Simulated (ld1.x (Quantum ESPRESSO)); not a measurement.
## gold (Au), RRKJ: configuration errors across variants

ld1.x (Quantum ESPRESSO) 7.5 input, shortened:

```
&input
   title='Au', zed=79., rel=1, dft='PBE', iswitch=3,
   config='[Xe] 4f14 5d10 6s1 6p0'
 /
 &inputp
   pseudotype=2, tm=.false., rho0=0.001, lloc=0,
   nlcc=.true., rcore=1.25
 /
3
5P  2  1   6.00   0.00  1.85  1.85  0.0
5D  3  2  10.00   0.00  2.30  2.30  0.0
6S  1  0   1.00   0.00  2.35  2.35  0.0
 &test
   configts(1)='5p6 5d10 6s1 6p0'
 /
```

All-electron excitation energies from the reference (eV): (1) 5p6 5d10 6s0 6p0 9.409; (2) 5p6 5d9 6s0 6p0 30.617; (3) 5p6 5d8 6s0 6p0 64.494; (4) 5p6 5d9 6s1 6p0 12.124; (5) 5p6 5d10 6s0.5 6p0 3.773; (6) 5p6 5d7 6s0 6p0 112.206; (7) 5p6 5d10 6s0 6p1 5.248.

Tests that are not counted but printed errors over 1 eV. “wave 5d (bound): rc 2.30 bohr becomes 5d (bound): rc 3.56 bohr”: all (the test run did not reproduce the reference configuration, from which every error is measured).

3 further variants failed, have other tests or another functional or relativity, and are left out.

A true bound ghost makes a file unfit for plane-wave use even where its test errors are small: the radial tests pick states by their node count and pass the ghost by.

Errors AE − PS in meV (a dash: test not solved or not reliable):

```csv
change,(1),(2),(3),(4),(5),(6),(7),bound ghosts
base,-12,-58,-185,-23,-3.0,-364,-454,none
wave 6s (bound): rc 2.35 bohr becomes 6s (bound): rc 1.62 bohr,-4.7,-42,-126,+16,-1.3,-231,-312,none
core correction a·sin(br)/r model core inside 1.26 bohr,-12,-58,-185,-23,-3.0,-364,-454,none
wave 5p (bound): rc 1.85 bohr becomes 5p (bound): rc 1.86 bohr,-12,-58,-185,-23,-3.0,-364,-454,none
wave 5d (bound): rc 2.30 bohr becomes 5d (bound): rc 3.56 bohr,–,–,–,–,–,–,–,none
"type PAW; waves now 6s (bound): rcut 2.05, rcutus 2.35 bohr; 6s channel at 3.35 Ry: rcut 2.05, rcutus 2.35 bohr; 5p (bound): rcut 1.60, rcutus 1.85 bohr; 6p (bound): rcut 1.60, rcutus 1.85 bohr; 5d (bound): rcut 2.00, rcutus 2.30 bohr; 5d channel at 3.45 Ry: rcut 2.00, rcutus 2.30 bohr; local potential all-electron potential smoothed inside 1.65 bohr (lloc = -2); augmentation BESSEL, radius 1.25 bohr; rho0 0",-7.8,-6.3,-7.5,+8.5,-2.2,-46,-3.7,none
local potential all-electron potential smoothed inside 1.60 bohr (lloc = -1),-12,-11,+28,+4.6,-3.1,+165,-104,s
```

(1) Give the same row for: all radii but the core radius scaled by about 0.93 (s 2.18, p 1.72, d 2.14 bohr).

Answers

(1) -13, -54, -199, -28, -3.4, -453, -458; bound ghosts: none.
